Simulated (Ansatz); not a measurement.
Z-matrix (Å, degrees):
```
C
C 1 1.368
C 1 1.409 2 120.8
H 1 1.084 2 119.9 3 -180.0
C 2 1.411 1 120.2 3 -0.0
H 2 1.085 1 120.7 3 180.0
C 3 1.367 1 120.2 2 0.0
H 3 1.084 1 119.6 2 -180.0
C 5 1.410 2 123.9 1 -180.0
C 5 1.416 2 118.9 1 0.0
H 7 1.085 3 120.8 1 180.0
C 9 1.367 5 119.4 2 -180.0
H 9 1.084 5 120.1 2 -0.0
C 10 1.414 5 117.7 2 -180.0
N 12 1.352 9 123.9 5 -0.0
H 12 1.086 9 120.5 5 180.0
H 14 1.089 10 118.7 5 -180.0
```

Total charge 0; spin multiplicity 1.

Task: List the B3LYP/def2-TZVPP orbital energies in eV (the Gaussian-basis code of Ansatz). (Estimate.)

Result: Computed: Occupied: -389.50, -277.92, -277.71, -277.56, -277.39, -277.33, -277.32, -277.26, -277.26, -277.14, -25.89, -23.80, -21.77, -21.21, -20.26, -17.83, -17.37, -16.80, -14.63, -14.43, -13.77, -12.69, -12.52, -11.87, -11.84, -11.49, -10.91, -10.22, -9.94, -9.58, -8.40, -7.50, -7.14, -6.53. Lowest empty: -1.71, -0.96, 0.09, 1.21, 1.56, 1.86, 2.00, 2.44.

B3LYP here is the variant with VWN-RPA as its local correlation; programs differ in this.
